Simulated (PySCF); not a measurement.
methylsilylboronic acid (CH7BO2Si), SMILES C[SiH2]B(O)O.

Geometry optimised at r2SCAN-D4/def2-SVP. The values are those of a single conformer.

These are PBE0/def2-TZVP (PySCF) values and carry that method's errors.

The molecule is in vacuum.

```yaml
total_energy: -506.94676 hartree
highest_occupied_level: -7.98 eV
lowest_empty_level: -0.05 eV
orbital_gap: 7.93 eV
dipole_moment: 0.90 D
quadrupole, principal values (traceless, Buckingham form, about the centre of nuclear charge): -2.48, 0.60, 1.89 D·Å
mean_static_polarisability: 62.2 bohr³ (9.21 Å³)
polarisability_principal_values: 51.8, 64.6, 70.1 bohr³
```
